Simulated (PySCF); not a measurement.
A structure optimised at PBE0-D3(BJ)/def2-SVP, used in a PySCF frequency run:

```xyz
6

Si    -0.3875     0.2270     0.3637
F     -1.5495    -0.7812    -0.1040
F     -0.5806     1.6044    -0.4489
S      1.4357    -0.7140    -0.1433
H     -0.5474     0.5439     1.7970
H      2.1724     0.2925     0.3796
```

Task: Write its SMILES and formula.

Result: F[SiH](F)S, F2H2SSi

Task: What are its rotational constants (standard atomic weights)?

Result: 6.6209, 3.3171, 2.4460 GHz
